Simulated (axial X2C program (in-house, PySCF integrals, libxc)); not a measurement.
Ionising SbP

All values come from calculations with an in-house all-electron X2C program for linear molecules (integrals from PySCF), spin-free (one-electron X2C) or two-component (2c: spin–orbit coupling with atomic mean-field Coulomb and Gaunt terms, which also bring small scalar terms), in Dyall basis sets with cores contracted in-house; open shells are unrestricted.

Basis sets: P dyall-v3z, Sb dyall-cv3z.

| Hamiltonian | level | SbP state | Re (Å) | ωe (cm⁻¹) | De (eV) |
| --- | --- | --- | --- | --- | --- |
| spin-free | HF | M_S = 0, Λ = 0 | 2.154 | 598.6 | 0.18 |
| spin-free | PBE0 | M_S = 0, Λ = 0 | 2.186 | 543.5 | 3.39 |

Adiabatic ionisation energy (minimum to minimum, no zero-point term) and constants of SbP⁺:

```tsv
Hamiltonian	level	SbP⁺ state	IE (eV)	Re (Å)	ωe (cm⁻¹)	De (eV)	fragments
spin-free	HF	M_S = 1/2, Λ = 1	8.20	2.242	534.5	0.55	Sb+ + P
spin-free	PBE0	M_S = 1/2, Λ = 1	9.24	2.284	463.6	3.19	Sb+ + P
```

(1) Add the zero-point terms to the ionisation energy at PBE0, spin-free, and say whether the electron removed was bonding.

(2) Close the cycle De(SbP⁺) + IE(SbP) = De(SbP) + IE(Sb) to find the atomic ionisation energy at PBE0, spin-free.

Each entry is the lowest single determinant of a limited PBE0 search at one distance. De goes to single-determinant-based atoms at the same level (for ions the charge split of lowest energy) and is withheld (n/a) where an atom does not fit its ground term or J level. Main or longest-lived isotopes. One determinant is a doubtful description, or other states lie close, for SbP⁺; these need not be ground states, and all values refer to the states named. The functionals have no current term, which raises determinants with orbital currents.

Answers

(1) IE0 = IE + (ωe⁺ − ωe)/2 = 9.24 + (-0.005) = 9.24 eV. Re changes by 0.098 Å, so the bond lengthens, as on loss of a bonding electron.

(2) IE(Sb) = 3.19 + 9.24 − 3.39 = 9.04 eV, for the determinants used.
